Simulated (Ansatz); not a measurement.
```yaml
crystal:
  periodic: [false, false, false]
  atoms:
    - {symbol: S, position_ang: [0.940850, 0.234619, 1.873499]}
    - {symbol: Ge, position_ang: [0.042502, -0.137825, -0.091152]}
    - {symbol: Cl, position_ang: [-1.324060, 1.424288, -0.669677]}
    - {symbol: H, position_ang: [1.161568, -0.160228, -1.138244]}
    - {symbol: H, position_ang: [-0.770960, -1.434555, -0.015828]}
basis:
  gaussian: {orbitals: aug-cc-pVDZ}
magnetization: {spin_polarized: true, initial_magnetization: 7}
hamiltonian: {xc: {name: B2PLYP}}
```

```sh
$ ansatz run in.yaml --threads 2 --pin off --events-out ev --progress --plain --max-ram 32768MiB --backend cpu
```

It prints (some lines left out):

```
Functional definition: B2PLYP
1122 factors; integrals over basis functions are off by at most 5.5e-4 eV
mean field evaluation 1: about -79861.3475 eV, gradient 2.2e1 eV
mean field evaluation 2: about -79861.3516 eV, gradient 2.2e1 eV
mean field evaluation 4: about -79866.2467 eV, gradient 5.0e0 eV
mean field evaluation 8: about -79866.6122 eV, gradient 7.7e-1 eV
mean field evaluation 16: about -79866.9144 eV, gradient 1.9e-2 eV
mean field evaluation 32: about -79866.9141 eV, gradient 3.1e-2 eV
mean field -79866.91442586 eV, -2935.0549694113 hartree, gradient 2.8e-6 eV, S^2 15.766089; 7 other end points of the search recorded, 0 dependent functions left out
19 core orbitals not correlated: weight in the atoms' cores, before any rotation towards them, 1.000 or more for the frozen orbitals, at most 0.000 for the correlated occupied ones
reference -79866.91455491 eV, -2935.0549741539 hartree; 18, 11 occupied and 71, 78 virtual orbitals, 1122 factors
second order -12.88958962 eV of doubles, -0.00000000 eV of singles
Total energy: -79870.39474411 eV, -2935.1828687479 hartree
```

Question: What is wrong with this run?

Answer: The spin is set far too high for this molecule. Self-consistency was reached. The result belongs to that input, not to the molecule as meant.
